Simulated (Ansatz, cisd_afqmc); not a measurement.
System: BH, charge 0, triplet. This triplet is an excited state, 1.3 eV above the singlet at CCSD(T)/cc-pV5Z (Ansatz, a quantum-chemistry and plane-wave program). BH (SMILES [BH], triplet).
B3LYP-D3(BJ)/def2-TZVP minimum from Ansatz:
```
B
H 1 1.1920
```
Charge 0, spin multiplicity 3.

Total energies in cc-pVDZ, 4 correlated electrons, 1 frozen orbitals. UHF or UKS for unpaired electrons; spin-orbit terms are left out. Correlated methods leave the cores frozen. No relativity. AFQMC is phaseless with a CISD trial state; ± is one standard error, without the phaseless bias. Outlying blocks are dropped, and bars are widened where a walk drifts. Over all cases where full CI ran beside it in this data, AFQMC minus full CI had a median of +0.1 mEh and passed +0.4 mEh in a tenth of the cases. Full CI freezes restricted core orbitals and the other rows unrestricted ones, which leaves a small offset even where coupled cluster is exact. The spin of HB ([BH], triplet) was assumed, and the state is the lowest solution found for it.

```json
[
 {"method": "HF", "program": "Ansatz", "energy (Eh)": "-25.11174", "error against FCI (mEh)": "55.71"},
 {"method": "MP2", "program": "Ansatz", "energy (Eh)": "-25.15186", "error against FCI (mEh)": "15.59"},
 {"method": "CCSD", "program": "Ansatz", "energy (Eh)": "-25.16630", "error against FCI (mEh)": "1.15"},
 {"method": "CCSD(T)", "program": "Ansatz", "energy (Eh)": "-25.16712", "error against FCI (mEh)": "0.33"},
 {"method": "CCSDT(Q)", "program": "Ansatz", "energy (Eh)": "-25.16746", "error against FCI (mEh)": "-0.01"},
 {"method": "CCSDTQ", "program": "Ansatz", "energy (Eh)": "-25.16746", "error against FCI (mEh)": "-0.01"},
 {"method": "AFQMC/CISD", "program": "cisd_afqmc", "energy (Eh)": "-25.1674 ± 0.0001", "error against FCI (mEh)": "0.1 ± 0.1"},
 {"method": "FCI", "program": "Ansatz", "energy (Eh)": "-25.16745", "error against FCI (mEh)": "0.00"}
]
```
